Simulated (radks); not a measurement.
Q: Species: the samarium ion Sm44+. Configuration: [Ar] (the NIST ground configuration). Calculated with a radial shooting solver on a logarithmic mesh with Libxc functionals: Dirac Kohn-Sham, BLYP, spin-unpolarised, spherical densities, finite nucleus; Fermi nuclear charge, rms radius 5.0819 fm. Some entries of the table are withheld. Estimate them.

orbital,occ.,eigenvalue (eV),r(max) (bohr)
1s1/2,2,-49353.22,0.01449
2s1/2,2,-10266.17,0.08197
2p1/2,2,-9896.170,(1)
2p3/2,4,-9282.770,(2)
3s1/2,2,-3917.608,0.2225
3p1/2,2,-3778.026,0.2085
3p3/2,4,-3626.115,0.2186
3d3/2,0,-3422.300,(3)
3d5/2,0,-3386.312,(4)
4s1/2,0,-2039.403,(5)

A: 
(1) 2p1/2 r(max) (bohr): 0.06211
(2) 2p3/2 r(max) (bohr): 0.06765
(3) 3d3/2 r(max) (bohr): 0.1698
(4) 3d5/2 r(max) (bohr): 0.1727
(5) 4s1/2 r(max) (bohr): 0.4507
